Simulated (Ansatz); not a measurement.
Consider the formal exchange of groups at a B–Cl bond: `ClB1CO[SiH2]1` + `F[SiH3]` → `F[SiH2]B1CO[SiH2]1` + HCl.

Computed with Ansatz on PBE0-D4/def2-TZVP structures; ΔE is electronic, products minus reactants. CCSD(T)/CBS adds triple-zeta CCSD(T) − MP2 to the extrapolated MP2 energy (def2 sets, frozen cores). This one scheme is used for every species. Functionals use def2-TZVPP. One conformer a species, not always the lowest.

| species | PBE0-D4 energy (Eh) |
| --- | --- |
| `ClB1CO[SiH2]1` | -889.95216 |
| `F[SiH3]` | -391.02021 |
| `F[SiH2]B1CO[SiH2]1` | -820.26732 |
| HCl | -460.66564 |

Problem. Work out ΔE.

Solution. ΔE = (-820.26732) + (-460.66564) − (-889.95216) − (-391.02021) = 0.03941 Eh = +1.07 eV. CCSD(T)/CBS gives +1.12 eV.

Largest T1 diagnostic among the species: 0.013.

The D4 term adds −0.03 eV with B3LYP and −0.02 eV with PBE0; it sums over pairs of atoms, weighted by their polarisabilities, and B3LYP, whose exchange is more repulsive, gets the larger term.

B3LYP here is the variant with VWN-RPA as its local correlation; programs differ in this.
